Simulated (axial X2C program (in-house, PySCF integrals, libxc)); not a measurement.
## Nuclear properties of SiGe⁺

Computed with an axial X2C code built on PySCF integrals: two-component X2C with atomic mean-field Coulomb and Gaunt terms, Gaussian nuclei, basis Ge dyall-cv3z, Si dyall-v3z with contracted cores.

R = 2.350 Å (near the PBE0 minimum at charge 1 of the determinant lowest at the starting distance; the state shown can have its own minimum elsewhere).

Determinant lowest in the PBE0 search, Ω = 3/2 (⟨Sz⟩ = 1.50, ⟨Lz⟩ = 0.00 at PBE0), spin on the atoms Ge 0.70, Si 0.80:

```
    level  Eeff magnitude (GV/cm)  Ws magnitude Ge (kHz)  A∥/gI Ge (MHz)  qzz Ge (a.u.)  A∥/gI Si (MHz)  qzz Si (a.u.)
     PBE0                     1.5                  0.485           -44.5          -1.68            2.75          -0.52
       HF                    2.52                  0.767            -136          -1.84           -44.2          -0.59
   r2SCAN                    1.43                  0.467           -90.4          -1.69            29.9          -0.53
      PBE                    1.39                  0.448             -16          -1.62            12.8          -0.50
BHandHLYP                    1.36                  0.452           -38.9          -1.72            22.3          -0.58
```

Determinant 0.78 eV from it at PBE0 and this distance, Ω = 1/2 (⟨Sz⟩ = -0.46, ⟨Lz⟩ = 0.96 at PBE0), spin on the atoms Ge -0.22, Si -0.24:

```json
{"level": "PBE0", "Eeff magnitude (GV/cm)": "0.393", "Ws magnitude Ge (kHz)": "0.323", "A∥/gI Ge (MHz)": "631", "qzz Ge (a.u.)": "-5.78", "A∥/gI Si (MHz)": "367", "qzz Si (a.u.)": "-2.27"}
{"level": "HF", "Eeff magnitude (GV/cm)": "1.71", "Ws magnitude Ge (kHz)": "1.25", "A∥/gI Ge (MHz)": "461", "qzz Ge (a.u.)": "-4.14", "A∥/gI Si (MHz)": "336", "qzz Si (a.u.)": "-1.76"}
{"level": "r2SCAN", "Eeff magnitude (GV/cm)": "0.0589", "Ws magnitude Ge (kHz)": "0.0635", "A∥/gI Ge (MHz)": "854", "qzz Ge (a.u.)": "-6.02", "A∥/gI Si (MHz)": "333", "qzz Si (a.u.)": "-2.34"}
{"level": "PBE", "Eeff magnitude (GV/cm)": "0.245", "Ws magnitude Ge (kHz)": "0.207", "A∥/gI Ge (MHz)": "692", "qzz Ge (a.u.)": "-5.77", "A∥/gI Si (MHz)": "375", "qzz Si (a.u.)": "-2.29"}
{"level": "BHandHLYP", "Eeff magnitude (GV/cm)": "0.956", "Ws magnitude Ge (kHz)": "0.698", "A∥/gI Ge (MHz)": "319", "qzz Ge (a.u.)": "-4.64", "A∥/gI Si (MHz)": "380", "qzz Si (a.u.)": "-1.85"}
```

Eeff is the effective electric field on the electron electric dipole moment in this Ω state and Ws the scalar–pseudoscalar constant of the nucleus named (defined with the proton number Z and per Ω); A∥ (defined per Ω) follows by multiplying with gI = μI/(I μN); qzz is the electric field gradient, eQq0 = 234.96 MHz × Q/barn × qzz. The operators were transformed with the bare-nucleus X2C matrices; with these basis sets, hyperfine constants and field gradients can be off by tens of per cent, and where levels differ in sign neither size nor sign is settled.

Question: With Q(73Ge) = -0.196 barn (Q from Pyykkö, Mol. Phys. 2018), turn the PBE0 values of the first state into constants in MHz.

Answer: eQq0(73Ge) = 234.96 × (-0.196) × (-1.68) = 77.4 MHz.

Each state is one determinant with collinear spin, which with several unpaired electrons need not be a pure state. Unrestricted Hartree–Fock can overshoot spin polarisation at the nuclei. This is the top spin component of a Σ state; components of lower Ω are not single determinants and can lie lower. With several open shells hyperfine constants can be off by a factor of several. Where Eeff spreads by more than a factor of two the levels disagree and none is to be relied on. States lie within half an eV, so the first need not be the ground state. Further determinants of the search, some of them spin-mixed, are not shown. Where a field gradient or hyperfine factor spreads by more than a factor of two over the levels, a constant derived from it is not to be relied on. PBE0 term energies can be off by some tenths of an eV.
